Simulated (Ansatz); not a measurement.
Calculated with Ansatz (gas phase, PBE0-D4/def2-TZVP geometries, no zero-point term in ΔE). CCSD(T)/CBS is the MP2 limit (def2-TZVPP, def2-QZVPP) plus CCSD(T) − MP2 in def2-TZVPP, frozen cores. This one scheme is used for every species. Functionals use def2-TZVPP. def2 core potentials past Kr. For In outer-core shells are correlated without core-valence functions, which leaves a few kJ/mol of doubt a bond. Each species was taken in one conformer, which may not be the lowest.

Consider the ligand exchange at the In–O bond: `[OH][In]([Cl])[O][SiH3]` + HCl → `[SiH3][O][In]([Cl])[Cl]` + H₂O.

| level | ΔE (eV) |
| --- | --- |
| PBE-D4 | -0.85 |
| revPBE-D4 | -0.84 |
| revPBE | -0.84 |
| LC-ωPBE | -0.87 |
| RPA@PBE/def2-TZVPP | -0.80 |
| SCS-MP2/def2-TZVPP | -0.86 |
| HF/def2-QZVPP | -1.07 |
| SCS-MP2/def2-QZVPP | -0.88 |

Task: What does CCSD(T)/CBS give? (Best estimate.)

Result: Ansatz gave: -0.89 eV. The listed levels differ from it by 0.04, 0.05, 0.05, 0.02, 0.09, 0.03, -0.18, 0.01 eV.

Largest T1 diagnostic among the species: 0.015.

From r2SCAN to r2SCAN0 (25 % exact exchange), in def2-TZVPP and without D4, ΔE moves by −0.08 eV. Leaving LDA and LC-ωPBE aside and taking each functional with its dispersion term where it has one, the values, not all of them listed here, spread over 0.18 eV, from BHLYP-D4 to BLYP-D4. In def2-TZVPP, CCSD(T) changes the Hartree–Fock value by +0.21 eV (the triples alone add +0.03 eV) and MP2 by +0.19 eV.
